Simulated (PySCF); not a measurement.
NbOCl₃, SMILES [O]=[Nb]([Cl])([Cl])[Cl], multiplicity 1.

Geometry optimised at B3LYP-D3(BJ)/def2-SVP. The multiplicity is an assumed one; other spin states were not compared. The isomer is the one that the SMILES or the coordinates give; other isomers of the formula were not compared. The def2 effective core potentials stand for the cores of Nb; spin–orbit coupling is left out.

Calculation: PySCF 2.14.0 with B3LYP-D3(BJ)/def2-SVP.

Frequencies are harmonic and unscaled.

Modes within 1.5 cm⁻¹ of each other (mostly degenerate sets) share a row, with their intensities summed.

```
mode  ν (cm⁻¹)  IR (km/mol)  Raman (Å⁴/amu)  depolarisation  moving atoms (share of kinetic energy)
----  --------  -----------  --------------  --------------  --------------------------------------
1–2        105          2.2             6.6            0.75                        Cl 88 %, Nb 11 %
3          129          2.5             2.0            0.74                        Cl 60 %, Nb 33 %
4–5        219          4.7             5.8            0.75                         O 73 %, Cl 23 %
6          390         11.7            15.3            0.03                         Cl 90 %, Nb 9 %
7–8        442        198.4             2.4            0.75                        Cl 58 %, Nb 40 %
9         1046        150.9            20.0            0.06                         O 85 %, Nb 15 %
```
